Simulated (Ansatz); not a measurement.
Relaxation of H₆O₃Si₂ (11 atoms, charge 0, multiplicity 1), to a largest force component of 0.02 eV/Å in at most 40 steps.

The calculation used RKS BHLYP-D4/STO-3G (Ansatz 0.2.0).

```xyz
11
Properties=species:S:1:pos:R:3
Si 0.000 0.000 0.000
H 0.000 0.000 1.460
O 1.584 0.000 -0.559
H 1.901 -0.952 -0.676
O -0.791 1.371 -0.559
Si -2.400 1.426 -1.040
H -3.212 0.642 -0.114
H -2.862 2.811 -1.038
H -2.527 0.874 -2.385
O -0.791 -1.371 -0.559
H -1.246 -1.837 0.213
```

**Question.** Where does it end, and by what steps?

**Answer.** It converged. Limits of this set-up: minimal basis. After 19 steps the energy has fallen by 0.248 eV; H4 moved furthest, 1.58 Å.

```json
{"step": "0", "energy less start (eV)": "0.0000", "largest force component (eV/Å)": "0.676", "accepted": "yes"}
{"step": "1", "energy less start (eV)": "-0.1116", "largest force component (eV/Å)": "0.312", "accepted": "yes"}
{"step": "2", "energy less start (eV)": "-0.1201", "largest force component (eV/Å)": "0.114", "accepted": "yes"}
{"step": "3", "energy less start (eV)": "-0.1291", "largest force component (eV/Å)": "0.063", "accepted": "yes"}
{"step": "4", "energy less start (eV)": "-0.1333", "largest force component (eV/Å)": "0.105", "accepted": "yes"}
{"step": "5", "energy less start (eV)": "-0.1386", "largest force component (eV/Å)": "0.773", "accepted": "yes"}
{"step": "6", "energy less start (eV)": "-0.1522", "largest force component (eV/Å)": "0.499", "accepted": "yes"}
{"step": "7", "energy less start (eV)": "-0.1789", "largest force component (eV/Å)": "0.243", "accepted": "yes"}
{"step": "8", "energy less start (eV)": "-0.1947", "largest force component (eV/Å)": "0.491", "accepted": "yes"}
{"step": "9", "energy less start (eV)": "-0.2019", "largest force component (eV/Å)": "0.771", "accepted": "yes"}
{"step": "10", "energy less start (eV)": "-0.2006", "largest force component (eV/Å)": "0.587", "accepted": "no"}
{"step": "11", "energy less start (eV)": "-0.2285", "largest force component (eV/Å)": "0.199", "accepted": "yes"}
{"step": "12", "energy less start (eV)": "-0.2373", "largest force component (eV/Å)": "0.098", "accepted": "yes"}
{"step": "13", "energy less start (eV)": "-0.2442", "largest force component (eV/Å)": "0.185", "accepted": "yes"}
{"step": "14", "energy less start (eV)": "-0.2438", "largest force component (eV/Å)": "0.300", "accepted": "no"}
{"step": "15", "energy less start (eV)": "-0.2468", "largest force component (eV/Å)": "0.056", "accepted": "yes"}
{"step": "16", "energy less start (eV)": "-0.2471", "largest force component (eV/Å)": "0.057", "accepted": "yes"}
{"step": "17", "energy less start (eV)": "-0.2477", "largest force component (eV/Å)": "0.032", "accepted": "yes"}
{"step": "18", "energy less start (eV)": "-0.2479", "largest force component (eV/Å)": "0.023", "accepted": "yes"}
{"step": "19", "energy less start (eV)": "-0.2480", "largest force component (eV/Å)": "0.010", "accepted": "yes"}
```

```xyz
11
Properties=species:S:1:pos:R:3
Si -0.038 -0.077 0.301
H 0.513 -0.028 1.622
O 1.228 0.042 -0.792
H 0.877 -0.276 -1.675
O -1.096 1.183 0.160
Si -2.177 1.322 -1.108
H -3.329 0.491 -0.900
H -2.597 2.689 -1.174
H -1.581 0.952 -2.362
O -0.839 -1.510 -0.080
H -1.304 -1.824 0.750
```

Run time: 52 s on 1 thread of Arm Neoverse V1, on a shared host, peak memory 0.11 GiB.
